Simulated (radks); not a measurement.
The mean radii <r> (bohr) of the occupied orbitals of an atom or ion are listed with their occupations. Calculated with a radial shooting solver on a logarithmic mesh with Libxc functionals: Dirac Kohn-Sham, PBE, spin-unpolarised, spherical densities, point nucleus.

orbital  occ.      <r>
1s1/2       2  0.01714
2s1/2       2  0.07168
2p1/2       2  0.05906
2p3/2       4  0.06749
3s1/2       2   0.1865
3p1/2       2   0.1768
3p3/2       4   0.1923
3d3/2       4   0.1676
3d5/2       6   0.1723
4s1/2       2   0.4149
4p1/2       2   0.4179
4p3/2       4   0.4518
4d3/2       4   0.4617
4d5/2       6   0.4729
5s1/2       2   0.9540
4f5/2       6   0.5127
4f7/2       8   0.5200
5p1/2       2    1.036
5p3/2       4    1.137
5d3/2       4    1.607
5d5/2       5    1.679

Name the element and its charge. Open shells, if any, fill j = l - 1/2 first.

Answer. Z = 78, platinum, charge +1: Pt+ in [Xe] 4f14 5d9. The 1s radius gives Z: for a bare nucleus <r> = (2 gamma + 1)/(2Z) with gamma = sqrt(1 - (Z/c)^2), 0.01695 bohr for Z = 78, and screening makes it slightly larger (0.01714 here). The occupations add up to 77, and the charge is Z minus that.
